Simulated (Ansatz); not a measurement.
A series at Y: from `[CH3][Y]([CH3])[CH3]`, ligands are replaced one by one, each step taking up H₂O and setting free CH₄; n counts the steps. Ansatz, PBE0-D4/def2-TZVP geometries. Each molecule was computed in one conformer, which needn't be the lowest.

| n | molecule | HOMO energy, ωB97M-V/def2-TZVPP (eV) |
| --- | --- | --- |
| 0 | `[CH3][Y]([CH3])[CH3]` | ? |
| 1 | `[CH3][Y]([CH3])[OH]` | -8.43 |
| 2 | `[CH3][Y]([OH])[OH]` | -8.51 |
| 3 | `[OH][Y]([OH])[OH]` | -10.40 |

Q: By hand: fit a straight line y = ȳ + b (n − n̄) to the 3 given rows and predict n = 0.

A: n̄ = 2.000, ȳ = -9.113; Σ(n − n̄)(y − ȳ) = -1.970, Σ(n − n̄)² = 2.000, so b = -0.985 eV a step. Prediction: -9.113 + (-0.985) × (-2.000) = -7.14 eV.

Q: By hand: compare with the computed value, -8.61 eV, and give the steps along the whole series.

A: The line misses by -1.47 eV (computed minus predicted). Steps: 0.18, -0.08, -1.89 eV.

The steps change sign along the series, so a line is a poor guide. The highest orbital can change its character along such a series. The miss is 74.6 % of the series' range.
